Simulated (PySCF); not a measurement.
NMR data simulated for an unnamed compound:

1H NMR (300 MHz, computed): δ 9.06 (s, 1H), 5.19 (s, 3H), 4.23 (s, 3H).

13C{1H} NMR (computed): δ 162.4 (C), 160.8 (C), 156.3 (CH), 55.7 (CH3).

PySCF 2.14 calculation with GFN2-xTB geometry and GIAO PBE0/pcSseg-1 shieldings; one computed conformer, fast rotation and ring inversion assumed for equivalent nuclei, relativity neglected, isolated molecule.

Shifts are taken against calculated references (same method and geometry level): 1H, 13C vs TMS.

Task: Which of these does the molecule contain: a methoxy group, a vinyl group CH=CH2, a heteroaromatic ring, an aldehyde, a tert-butyl group, a Si–H bond?

Result: 
- A methoxy group: yes (δC 55.7; δH 4.23 (s)).
- A vinyl group CH=CH2: no.
- A heteroaromatic ring: yes.
- An aldehyde: no.
- A tert-butyl group: no.
- A Si–H bond: yes (δH 5.19 (s)).

The data belong to `COc1ncnnc1O[SiH3]`, C4H7N3O2Si; they needn't prove each group on their own.

Carbon signals by region: 2 in the far downfield region (above 160 ppm), 1 in the sp2 and nitrile region (100–160 ppm), 1 at 50–100 ppm. Above 160 ppm: 162.4, aromatic carbon bearing oxygen, 160.8, aromatic carbon bearing oxygen.

Shifts are as computed. Against solution values, carbons near 30 ppm lie about +3 ppm off and those near 130 ppm about +5 ppm. Of 1211 compounds with measured shifts, 218 miss one by over three times the rms of a fit or turn the order of signals round; such compounds aren't used in these exercises. Multiplicities follow the n + 1 count of equivalent neighbours, as no J values were calculated; m marks all less simple cases, F and P coupling included.
